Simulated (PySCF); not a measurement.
HI₃OSi, SMILES O[Si](I)(I)I, PBE0/def2-SVP optimised geometry.

```
6

O     -1.51     0.49     0.00
Si    -0.94    -1.05     0.00
I     -1.72    -2.25     1.98
I     -1.80    -2.07    -2.02
I      1.51    -1.05     0.00
H     -1.26     1.05     0.75
```

Density from PySCF with PBE0/def2-TZVP, def2 effective core potentials past Kr at that geometry. The core electrons that the potentials of I replace are not part of the density.

Minimum of the electron density along straight lines between bonded atoms, close to the bond critical point (lines longer than 1.1 times the sum of covalent radii, or with two minima, are not listed):

| bond | length / Å | ρ at the minimum / e bohr⁻³ | ∇²ρ there / e bohr⁻⁵ | position (fraction from the first atom) |
|---|---|---|---|---|
| O1–Si2 | 1.646 | (withheld) | (withheld) | 0.59 |
| Si2–I3 | 2.446 | 0.084 | -0.07 | 0.35 |
| Si2–I4 | 2.424 | 0.087 | -0.07 | 0.35 |
| Si2–I5 | 2.446 | 0.084 | -0.07 | 0.35 |
| O1–H6 | 0.965 | 0.350 | (withheld) | 0.81 |

Fill in the missing entries.


- O1–Si2, ρ at the minimum / e bohr⁻³: 0.141
- O1–Si2, ∇²ρ there / e bohr⁻⁵: 0.80
- O1–H6, ∇²ρ there / e bohr⁻⁵: -2.40
